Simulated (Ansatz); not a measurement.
Born–Oppenheimer molecular dynamics of AlFH$_{3}$NO (7 atoms, charge 0, multiplicity 1). It starts from a relaxed structure.

Level of theory: Ansatz 0.2.0, RKS B3LYP-D4/def2-SVP.

```json
{"ensemble": "NVE (velocity Verlet)", "time step": "0.5 fs", "steps asked": "150", "starting velocities drawn for": "700 K", "seed": "516178"}
```

First frame:

```xyz
7
Properties=species:S:1:pos:R:3
Al 0.035 0.053 -0.028
O -0.035 -0.425 1.597
H -0.820 -0.426 2.150
N 1.560 -0.008 -0.897
H 2.439 -0.316 -0.494
H 1.688 0.258 -1.867
F -1.333 0.583 -0.818
```

How far do the bonds stretch over the last three quarters of this one trajectory? (Pairs bonded in most of those frames.)


```
  bond  mean (Å)  spread (Å)  shortest  longest
Al1–O2     1.674       0.025      1.64     1.72
Al1–N4     1.764       0.029      1.71     1.82
Al1–F7     1.669       0.017      1.64     1.69
 O2–H3     0.954       0.012      0.93     0.98
 N4–H5     1.014       0.025      0.98     1.05
 N4–H6     1.019       0.017      0.99     1.05
```

Mean temperature of the second half: 312 K. The conserved energy stayed within 0.23 meV per atom of its start (net change 0.19 meV per atom), so the integration is sound. Over the second half the temperature averaged 0.45 of the 700 K drawn at the start: a run that starts near a minimum puts about half its kinetic energy into the potential. A run of 0.075 ps of so small a system gives no equilibrium averages.

The run took 5.8 min on 1 thread of Arm Neoverse V1, with other jobs on the host, peak memory 0.13 GiB.
